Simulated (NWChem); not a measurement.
The numbers come from NWChem runs, not from measurements. System: C₂HCl₂, charge 0, spin multiplicity 2, at a geometry optimised with UPBE0/def2-SVP. The structure started from a generated list of species. Its SCF solution wasn't tested for a lower state. Level: ROCCSD(T)/STO-3G, 12 core orbitals frozen.

NWChem printed:

```
             Northwest Computational Chemistry Package (NWChem) 7.3.0
             --------------------------------------------------------

                                NWChem Input Module
                                -------------------

 Scaling coordinates for geometry "geometry" by  1.889725989
 (inverse scale =  0.529177249)

 Turning off AUTOSYM since
 SYMMETRY directive was detected!

                             Geometry "geometry" -> ""
                             -------------------------

 Output coordinates in angstroms (scale by  1.889725989 to convert to a.u.)

  No.       Tag          Charge          X              Y              Z
 ---- ---------------- ---------- -------------- -------------- --------------
    1 Cl                  17.0000    -2.17081800    -0.06089000     0.00000000
    2 C                    6.0000    -0.54017800     0.27390100     0.00000000
    3 C                    6.0000     0.55261200    -0.46637100     0.00000000
    4 Cl                  17.0000     2.13513700     0.22074000     0.00000000
    5 H                    1.0000     0.53197300    -1.56263200     0.00000000

 Effective nuclear repulsion energy (a.u.)     164.4087113012

            Nuclear Dipole moment (a.u.)
            ----------------------------
        X                 Y               Z
 ---------------- ---------------- ----------------
     0.0000000000    -0.0000037795     0.0000000000

      Symmetry information
      --------------------

 Group name             Cs
 Group number              2
 Group order               2
 No. of unique centers     5

      Symmetry unique atoms

     1    2    3    4    5


 Summary of "ao basis" -> "" (spherical)
 ------------------------------------------------------------------------------
       Tag                 Description            Shells   Functions and Types
 ---------------- ------------------------------  ------  ---------------------
 *                           sto-3g                   on all atoms

 Summary of "ao basis" -> "ao basis" (spherical)
 ------------------------------------------------------------------------------
       Tag                 Description            Shells   Functions and Types
 ---------------- ------------------------------  ------  ---------------------
 Cl                          sto-3g                  5        9   3s2p
 C                           sto-3g                  3        5   2s1p
 H                           sto-3g                  1        1   1s
[...]
          Correlation Information
          -----------------------
          Calculation type : Coupled-cluster singles & doubles w/ perturbation
   Perturbative correction : (T)
            Max iterations :      100
        Residual threshold : 0.10D-05
     T(0) DIIS level shift : 0.00D+00
     L(0) DIIS level shift : 0.00D+00
     T(1) DIIS level shift : 0.00D+00
     L(1) DIIS level shift : 0.00D+00
     T(R) DIIS level shift : 0.00D+00
     T(I) DIIS level shift : 0.00D+00
   CC-T/L Amplitude update :  5-th order DIIS
                I/O scheme : Global Array Library
        L-threshold :  0.10D-05
        EOM-threshold :  0.10D-05
 no EOMCCSD initial starts read in
 TCE RESTART OPTIONS
 SLICE:      F
 D4D5:       F
 quantumc:   F
 qrotation:  F
 pwtce:      F
 qducc:      F
 nacto:                         0
 nrotv:                         0
 nrot:                          0

            Memory Information
            ------------------
          Available GA space size is     249035118 doubles
          Available MA space size is     104855868 doubles

 Maximum block size supplied by input
 Maximum block size        24 doubles

 tile_dim =      8

 -------------------------------------------------
   1    alpha     a'     8 doubles       0       1
   2    alpha     a'     1 doubles       8       2
   3    alpha     a"     3 doubles       9       3
   4    beta      a'     8 doubles      12       4
   5    beta      a"     3 doubles      20       5
   6    alpha     a'     4 doubles      23       6
   7    alpha     a"     1 doubles      27       7
   8    beta      a'     1 doubles      28       8
   9    beta      a'     4 doubles      29       9
  10    beta      a"     1 doubles      33      10

 Global array virtual files algorithm will be used

 Parallel file system coherency ......... OK

 4-electron integrals stored in orbital form

 v2    file size   =            14053
 4-index algorithm nr.  13 is used
 imaxsize =       30
 imaxsize ichop =        0


CCSD iterations
 ---------------------------------------------------------
 Iter          Residuum       Correlation     Cpu    Wall
 ---------------------------------------------------------
    1   0.1155467475049  -0.1264462848043     0.0     0.0
    2   0.0509368277094  -0.1448949549196     0.0     0.0
    3   0.0264347290613  -0.1516758559336     0.0     0.0
    4   0.0146911660847  -0.1548186340596     0.0     0.0
    5   0.0084437143907  -0.1563448311831     0.0     0.0
    6   0.0021507744062  -0.1581269225437     0.0     0.0
    7   0.0012860601692  -0.1582340329843     0.0     0.0
    8   0.0010253002366  -0.1582644926710     0.0     0.0
    9   0.0009261087981  -0.1582826601290     0.0     0.0
   10   0.0008758059184  -0.1582956136537     0.0     0.0
   11   0.0001170767373  -0.1583125906507     0.0     0.0
   12   0.0000617534533  -0.1583230753402     0.0     0.0
   13   0.0000419389747  -0.1583235424968     0.0     0.0
   14   0.0000284957267  -0.1583245907323     0.0     0.0
   15   0.0000205250612  -0.1583242463616     0.0     0.0
   16   0.0000069565034  -0.1583240002141     0.0     0.0
   17   0.0000041764705  -0.1583240808813     0.0     0.0
   18   0.0000035045745  -0.1583240649509     0.0     0.0
   19   0.0000032853946  -0.1583240417508     0.0     0.0
   20   0.0000031569344  -0.1583240457902     0.0     0.0
   21   0.0000003944978  -0.1583240194417     0.0     0.0
 -----------------------------------------------------------------
 Iterations converged
 CCSD correlation energy / hartree =        -0.158324019441666
 CCSD total energy / hartree       =      -984.574761951115306

 Singles contributions

 Doubles contributions
    25a"  (alpha)    25a"  (beta ) ---    23a"  (alpha)    23a"  (beta )       -0.1462240805
 CCSD(T)
 Using plain CCSD(T) code
             total no. of tasks          148
 total no. of tasks / no. procs          148
                         wl_min            3           1.2
                         wl_max        32768           5.7
        thresh for no. of tasks          148

 CCSD[T]  correction energy / hartree =        -0.002843733697772
 CCSD[T] correlation energy / hartree =        -0.161167753139438
 CCSD[T] total energy / hartree       =      -984.577605684813079
 CCSD(T)  correction energy / hartree =        -0.002514727202010
 CCSD(T) correlation energy / hartree =        -0.160838746643676
 CCSD(T) total energy / hartree       =      -984.577276678317276

 Task  times  cpu:        1.2s     wall:        1.2s

 Total times  cpu:        1.2s     wall:        1.2s
```

Problem. Write an NWChem input that would produce this output.

Solution. One answer among several that fit: 
```
start mol
memory heap 100 mb stack 700 mb global 1900 mb
geometry units angstroms nocenter noautoz
  Cl    -2.170818    -0.060890     0.000000
  C     -0.540178     0.273901     0.000000
  C      0.552612    -0.466371     0.000000
  Cl     2.135137     0.220740     0.000000
  H      0.531973    -1.562632     0.000000
  symmetry group Cs
end
basis spherical
  * library sto-3g
end
scf
  rohf
  nopen 1
  maxiter 100
  thresh 1e-7
  semidirect memsize 60000000 filesize 0
  # guess.movecs holds the orbitals of an unrestricted PBE0 run
  vectors input guess.movecs swap 23 24 output mol.movecs
end
tce
  freeze core 12
  ccsd(t)
  2eorb
  2emet 13
  thresh 1e-6
  maxiter 100
  tilesize 24
end
task tce energy
```
